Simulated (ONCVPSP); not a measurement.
# Configuration tests for arsenic (ONCV)

ONCVPSP 4.0.1 input, shortened (lines: element, Z, core and valence counts, functional; n l f; lmax; l rc ep ncon nbas qcut; lloc lpopt rc5 dvloc0; l nproj debl; icmod fcfact rcfact), PBE, scalar-relativistic:

```
  As 33.00    6    2        4      upf
    1    0    2.00
    2    0    2.00
    2    1    6.00
    3    0    2.00
    3    1    6.00
    3    2   10.00
    4    0    1.75
    4    1    3.25
    1
    0    1.45    0.00    4    7    4.80
    1    2.10    0.00    4    7    3.50
    4    5    0.95    3.00
    0    2    1.60
    1    2    2.80
    0    0.00    0.00
```

Energies are relative to the spin-unpolarised reference configuration 4s1.75 4p3.25; without spin polarisation the order of configurations can differ from experiment.

| valence configuration | charge | ΔE all-electron (eV) | error AE − PS (meV) |
| --- | --- | --- | --- |
| 4s2 4p2 | +1 | 6.817 | -5.0 |
| 4s2 4p1 | +2 | 24.735 | -33 |
| 4s1 4p3 | +1 | 16.924 | +2.3 |

Task: What are ΔE and the potential's error for 4s2 4p3?

Result: ΔE = -2.332 eV all-electron; the error (AE − PS) is +0.9 meV.

Levels in the configuration 4s2 4p1:

```json
{"level": "4s", "all-electron (eV)": "-33.448", "pseudo (eV)": "-33.495"}
{"level": "4p", "all-electron (eV)": "-22.669", "pseudo (eV)": "-22.708"}
```

Note: no bound ghost flagged; GHOST(+) flagged for s at 19.5 eV, p at 161.4 eV.
